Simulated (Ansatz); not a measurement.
Diatomic CoB, closed-shell singlet (lowest of 2S+1 = 1, 3, 5 at CCSD(T)/def2-TZVPP on PBE0 minima; our sources give no spin for the ground state, which may be another). No spin–orbit coupling. Co is treated without relativity. The T1 diagnostic near the minimum is 0.052, so single-reference values are doubtful.

Constants: fifth-degree fit in 1/R to seven points, most abundant isotopes. In def2 and cc sets the state is the lowest found near the PBE0 minimum, followed along R. The singlet is held restricted.

Run with Ansatz (an electronic-structure program) with Gaussian orbitals. Each number belongs to the level named beside it.

Q: What bond length and harmonic frequency does SVWN5/def2-TZVPP give?

A: r_e = 1.576 Å, ω_e = 947 cm⁻¹.

Q: What bond length and harmonic frequency does B97M-V/def2-TZVPP give?

A: r_e = 1.596 Å, ω_e = 885 cm⁻¹.

Q: What bond length and harmonic frequency does B3LYP/def2-TZVPP give?

A: r_e = 1.572 Å, ω_e = 958 cm⁻¹.
